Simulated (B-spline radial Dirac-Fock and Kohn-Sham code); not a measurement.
These are calculated numbers from a radial atomic solver; the model is the Dirac equation of a negative muon with reduced mass in the field of a spherical finite nucleus, with the Uehling potential to all orders; nuclear polarisation, deformation, hyperfine structure, self-energy, higher-order vacuum polarisation, relativistic recoil and electron screening are left out. The nuclear charge is a Fermi distribution (skin thickness 2.3 fm).

Task: A muonic atom of atomic mass 187.96 u emits these computed lines: 2p3/2 → 1s1/2 5532 keV, 3d5/2 → 2p3/2 2180 keV, 4f7/2 → 3d5/2 804.4 keV, 5g9/2 → 4f7/2 370.0 keV. Which element is it, and what rms charge radius was used?

Result: Osmium (Z = 76, nuclide ¹⁸⁸Os); the high transitions hardly feel the nucleus and fix Z. The 2p → 1s line lies 8055 keV below the value for a point nucleus without QED, which for this nuclear model gives a radius near 5.40 fm (5.3993 fm was used).
